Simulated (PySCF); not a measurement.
C8H7BrO2.
InChI=1S/C8H7BrO2/c1-11-8(10)6-2-4-7(9)5-3-6/h2-5H,1H3

Level of theory: TDDFT CAM-B3LYP/def2-SVPD, vertical, gas phase, core orbitals frozen in the response (PySCF). Geometry: PBE0-D3(BJ)/def2-SVP, one conformer, isolated molecule. The CAM-B3LYP/def2-SVPD calculation is non-relativistic and has no spin–orbit coupling, an omission that weighs most on bromine. Torsions of this conformer, `[CH3:1][O:2][C:3](=[O:4])[c:5]1[cH:6][cH:7][c:8]([Br:9])[cH:10][cH:11]1`: C1–O2–C3–O4 0°, O2–C3–C5–C6 -179°.

```csv
state,E (eV),ν̃ (cm⁻¹),f,"main configurations (H = HOMO, L = LUMO)"
S1,5.09,41070,0.0064,"H-1→L (58%), H→L+1 (38%)"
S2,5.26,42430,0.069,"H-2→L (45%), H-3→L (26%), H→L (15%)"
S3,5.28,42580,0.354,"H→L (76%), H-2→L (9%)"
S4,5.88,47420,0.0002,H→L+2 (81%)
S5,6.32,51000,0.170,"H→L+1 (57%), H-1→L (38%)"
S6,6.43,51870,0.0000,"H-3→L (56%), H-2→L (36%)"
S7,6.74,54360,0.0019,"H-3→L+2 (47%), H-2→L+2 (37%)"
S8,6.76,54520,0.579,H-1→L+1 (86%)
S9,7.00,56440,0.0000,H-1→L+2 (88%)
S10,7.09,57190,0.090,"H-4→L (73%), H-5→L (16%)"
```

Triplets (Tamm–Dancoff): T1 3.67 eV, H→L (75%), H-1→L+1 (12%); T2 4.44 eV, H-1→L (86%), H→L+1 (10%); T3 4.63 eV, H-1→L+1 (84%), H→L (13%); T4 4.85 eV, H-2→L (50%), H-3→L (31%).

The lowest singlet lies at 5.09 eV (244 nm, ultraviolet) and is weak; its leading configuration is HOMO-1→LUMO (58%). The most intense listed level is S8 at 6.76 eV (183 nm, f = 0.579), 1.67 eV above S1. Löwdin shares by element: HOMO carbon 41% or more, bromine 33% (atoms not listed hold the other 26%); LUMO carbon 43% or more, oxygen 11% or more (atoms not listed hold the other 46%). The listed states span 2.00 eV, and the widest gap between neighbours is 0.60 eV (S3 to S4). Of the 10 states listed, 5 reach f = 0.01 and 3 stay under 0.0005. Weighted by f, the mean energy of these states is 6.22 eV. No computed singlet lies in the visible range (380 to 750 nm); the lowest, at 244 nm, stands 1.83 eV above its violet end (3.26 eV). The window holds the lowest 10 singlets.
